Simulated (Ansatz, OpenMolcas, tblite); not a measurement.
## A ladder of methods for C2H6AlCl (dimethylaluminum chloride)

C2H6AlCl has 10 atoms, charge 0, and is taken as a singlet. As SMILES, `[CH3][Al]([CH3])[Cl]`. Geometry: relaxed at PBE0-D4/def2-TZVP.

Quantity: the vertical ionisation energy (to the doublet cation), in eV. The values are calculated.

```csv
level,kind,program,value (eV),less CCSD(T)/cc-pVDZ,CPU time (all runs)
GFN1-xTB,semi-empirical,tblite,14.09,+4.11,under 2 s
SVWN5/cc-pVDZ,LDA,OpenMolcas,9.56,-0.42,66 s
revPBE/cc-pVDZ,GGA,OpenMolcas,9.38,-0.60,1.8 min
r2SCAN/cc-pVDZ,meta-GGA,OpenMolcas,9.63,-0.35,2.7 min
r2SCAN0/cc-pVDZ,hybrid meta-GGA,Ansatz,9.93,-0.05,68 s
wB97M-V/cc-pVDZ,range-separated hybrid,Ansatz,10.10,+0.12,5.2 min
RPA@PBE0/cc-pVDZ,RPA,Ansatz,9.87,-0.11,60 s
MP2/cc-pVDZ,perturbation theory,Ansatz,10.21,+0.23,22 s
CCSD(T)/cc-pVDZ,coupled cluster or CI,Ansatz,9.98,0.00,2.5 min
```

CCSD(T)/cc-pVDZ is the highest level here, not the true value. The values span 9.38 to 14.09 eV. The xTB values lack the empirical shift that such differences need. CPU times are rough (shared hosts, several kinds of processor and program).
